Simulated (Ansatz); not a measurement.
Reaction (ligand exchange at a B–C bond): `C#CB(C)F` + `O[SiH3]` → `CB(F)O[SiH3]` + `C#C`

Gas-phase electronic energies from Ansatz, PBE0-D4/def2-TZVP geometries. CBS: MP2 limit from def2 TZ/QZ plus the TZ coupled-cluster correction, frozen cores. This one scheme is used for every species. DFT in def2-TZVPP. Each species was taken in one conformer, which may not be the lowest.

```json
{"level": "BHLYP-D4", "ΔE (kJ/mol)": "-104.9"}
{"level": "MP2/def2-TZVPP", "ΔE (kJ/mol)": "-97.2"}
```

Task: What does CCSD(T)/CBS give? (An estimate is asked.)

Result: Computed: -99.4 kJ/mol. The listed levels differ from it by -5.5, 2.2 kJ/mol.

Largest T1 diagnostic among the species: 0.013.

In def2-TZVPP, CCSD(T) changes the Hartree–Fock value by +9.2 kJ/mol (the triples alone add +2.0 kJ/mol) and MP2 by +12.0 kJ/mol. At CCSD(T), def2-SVP lies −14.7 kJ/mol from the extrapolated value and def2-TZVPP −0.6 kJ/mol.
